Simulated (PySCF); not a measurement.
SMILES F[Si](F)(F)[SiH2][Ge]([Cl])([Cl])[Cl] (B3LYP/def2-SVP optimised geometry):

```
11

Si    -1.304    -1.910     1.814
F     -1.498    -3.455     1.415
F     -0.304    -1.856     3.073
F     -2.727    -1.345     2.302
Si    -0.471    -0.692     0.000
Ge    -1.219    -1.795    -2.000
Cl    -0.960    -0.538    -3.750
Cl    -3.328    -2.280    -1.832
Cl    -0.132    -3.637    -2.342
H     -1.017     0.692     0.000
H      1.017    -0.692     0.000
```

Calculation: B3LYP/def2-TZVP (PySCF).

Q: What are the frontier orbital energies and the dipole moment?

A: HOMO-2 -9.28 eV, HOMO-1 -9.07 eV, HOMO -8.72 eV, LUMO -2.54 eV, LUMO+1 -1.56 eV; dipole moment 2.54 D.

On the same geometry PySCF with PBE/def2-TZVP gives HOMO-2 -8.14 eV, HOMO-1 -7.93 eV, HOMO -7.73 eV, LUMO -3.16 eV, LUMO+1 -2.20 eV; dipole moment 2.36 D.

Meta-Löwdin charges at B3LYP/def2-TZVP: Si1 1.48, F2 -0.48, F3 -0.48, F4 -0.48, Si5 0.13, Ge6 0.74, Cl7 -0.27, Cl8 -0.27, Cl9 -0.27, H10 -0.04, H11 -0.04.
